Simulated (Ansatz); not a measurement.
Reaction (cleavage of the Ge–Si bond): `ClB(Cl)[SiH2][GeH3]` + `[SiH3][SeH]` → `[SiH3][Se][GeH3]` + `[SiH3]B(Cl)Cl`

Calculated with Ansatz (gas phase, PBE0-D4/def2-TZVP geometries, no zero-point term in ΔE). CCSD(T)/CBS adds triple-zeta CCSD(T) − MP2 to the extrapolated MP2 energy (def2 sets, frozen cores). DFT in def2-TZVPP. For Ge, Se outer-core shells are correlated without core-valence functions, which leaves a few kJ/mol of doubt a bond. Scalar relativity is left out up to krypton. Each species was taken in one conformer, which may not be the lowest.

| species | PBE0 energy (Eh) |
| --- | --- |
| `ClB(Cl)[SiH2][GeH3]` | -3314.14525 |
| `[SiH3][SeH]` | -2693.06478 |
| `[SiH3][Se][GeH3]` | -4771.02949 |
| `[SiH3]B(Cl)Cl` | -1236.19294 |

Task: Work out ΔE.

Result: ΔE = (-4771.02949) + (-1236.19294) − (-3314.14525) − (-2693.06478) = -0.01240 Eh = -32.6 kJ/mol. CCSD(T)/CBS gives -37.5 kJ/mol.

Largest T1 diagnostic among the species: 0.013.

From PBE to PBE0 (25 % exact exchange), in def2-TZVPP and without D4, ΔE moves by −4.2 kJ/mol. In def2-TZVPP, CCSD(T) changes the Hartree–Fock value by +14.8 kJ/mol (the triples alone add +1.0 kJ/mol) and MP2 by +9.0 kJ/mol.
